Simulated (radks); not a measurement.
Problem. The indium ion In4+, configuration [Kr] 4d9. Method: scalar-relativistic Kohn-Sham, PBE, spin-polarised, spherical densities, finite nucleus; open shells are filled with parallel spins first (spin-orbit coupling, left out, can overturn this in heavy ions); Fermi nuclear charge, rms radius 4.6156 fm; computed with a radial shooting solver on a logarithmic mesh with Libxc functionals. Some entries of the table are withheld. Estimate them.

orbital,occ.,eigenvalue (hartree),r(max) (bohr),<r> (bohr)
1s up,1,-1021.719,0.01922,0.02971
1s down,1,-1021.719,0.01922,0.02971
2s up,1,-154.5326,0.1086,0.1285
2s down,1,-154.5234,0.1086,0.1285
2p up,3,-138.8912,0.08692,0.1122
2p down,3,-138.8842,0.08692,0.1122
3s up,1,-30.78817,0.3155,0.3486
3s down,1,-30.78376,0.3155,0.3485
3p up,3,-25.66585,0.3088,0.3471
3p down,3,-25.66077,0.3088,0.3471
3d up,5,-17.71494,0.2582,0.3243
3d down,5,-17.70690,0.2582,0.3242
4s up,1,-6.18364,0.7688,0.8437
4s down,1,-6.15115,0.7684,0.8435
4p up,3,-4.64642,0.8139,(1)
4p down,3,-4.61346,0.8136,(2)
4d up,5,-2.40811,0.9183,1.108
4d down,4,-2.37651,0.9182,1.110

Solution. 
(1) 4p up <r> (bohr): 0.9122
(2) 4p down <r> (bohr): 0.9122
